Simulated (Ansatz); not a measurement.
Abridged output of a molecular run in Ansatz:

```
Functional definition: HF
1075 factors; integrals over basis functions are off by at most 1.4e-3 eV
mean field evaluation 1: about -70760.7271 eV, gradient 2.6e1 eV
mean field evaluation 2: about -70760.7665 eV, gradient 2.6e1 eV
mean field evaluation 4: about -70762.8240 eV, gradient 3.1e0 eV
mean field evaluation 8: about -70762.8534 eV, gradient 3.5e-4 eV
mean field -70762.85337840 eV, -2600.4868968715 hartree, gradient 7.1e-6 eV, S^2 0.000000; 0 other end points of the search recorded, 0 dependent functions left out
16 core orbitals not correlated: weight in the atoms' cores, before any rotation towards them, 1.000 or more for the frozen orbitals, at most 0.000 for the correlated occupied ones
reference -70762.85337840 eV, -2600.4868968715 hartree; 17, 17 occupied and 75, 75 virtual orbitals, 1075 factors
second order -16.05512659 eV of doubles, -0.00000000 eV of singles
cycle   1  -16.73335237 eV  change   -6.8e-1 eV  update   9.0e-2
cycle   2  -17.23589076 eV  change   -5.0e-1 eV  update   2.6e-2
cycle   3  -17.29368160 eV  change   -5.8e-2 eV  update   1.1e-2
cycle   4  -17.29017511 eV  change    3.5e-3 eV  update   2.8e-3
cycle   5  -17.28974167 eV  change    4.3e-4 eV  update   1.2e-3
cycle   6  -17.28925882 eV  change    4.8e-4 eV  update   4.5e-4
cycle   7  -17.28915793 eV  change    1.0e-4 eV  update   2.0e-4
cycle   8  -17.28920171 eV  change   -4.4e-5 eV  update   7.2e-5
cycle   9  -17.28920599 eV  change   -4.3e-6 eV  update   2.6e-5
perturbative correction -0.46549087 eV, -0.0171064740 hartree
Total energy: -70780.60807526 eV, -2601.1393699466 hartree
```

Its atoms:

```xyz
10

B     0.423   -0.968    1.243
C     0.820   -0.164   -0.002
Ge   -0.827    0.663   -0.698
Cl   -0.237    1.778   -2.451
H     0.065   -2.107    1.144
H     0.394   -0.448    2.321
H     1.473    0.694    0.181
H     1.182   -0.753   -0.848
H    -1.436    1.677    0.278
H    -1.856   -0.373   -1.168
```

(1) Which basis set was used?
A. def2-TZVPP
B. def2-SVPD
C. def2-SVP
D. cc-pV(T+d)Z

(2) Write the keys of the input that set method, charge and spin (a neutral closed shell needs none for the last two).

Answers

(1) C. It gives 108 functions.

(2) 
```yaml
correlation: {method: ccsd_t}
```
